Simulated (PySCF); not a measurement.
Gas-phase reaction: 3 GaF + 4 Cl → 2 GaCl2 + GaF3

Method: PySCF energies (xtb for GFN2) plus ideal-gas RRHO corrections (1 bar). † marks an energy on the PBE0/def2-TZVP geometry and frequencies; other levels use their own. CCSD(T) freezes the core. 6-31G* has spherical d functions here. Open shells (unrestricted): Cl (multiplicity 2, electronic degeneracy 6), GaCl2 (multiplicity 2); the rest are closed-shell singlets. GFN2 has no spin-polarisation term. Spin-orbit splitting is ignored; it lowers the true energy and changes the entropy of Cl. Ga: all electrons, no relativistic terms. GaCl2: computed as isolated molecules; such fragments, hydroxides, amides, oligomers or adducts are transient or little studied in the gas. CCSD(T) isn't extrapolated to the basis-set limit; its ΔH°(298 K) is -930.3 kJ in def2-SVP and -988.2 kJ in def2-TZVPP. The harmonic model lacks anharmonicity and excited electronic states, which grow with temperature; levels with a mode under 35 cm⁻¹ are left out. Soft modes under 120 cm⁻¹ make the harmonic entropy rough for GaCl2.

```csv
level,"ΔE electronic, kJ","ΔH°(298 K), kJ","ΔS°(298 K), J/K","ΔG°(1000 K), kJ"
BLYP/def2-TZVP†,-873,-867,-459,-406
CCSD(T)/def2-SVP†,-937,-930,-459,-470
CCSD(T)/def2-TZVPP†,-995,-988,-459,-528
GFN2-xTB,-785,-781,-435,-346
HF/6-31G*,-741,-735,-463,-270
```
ΔH° is lowest at CCSD(T)/def2-TZVPP† and highest at HF/6-31G*. No reference value is set beside these.
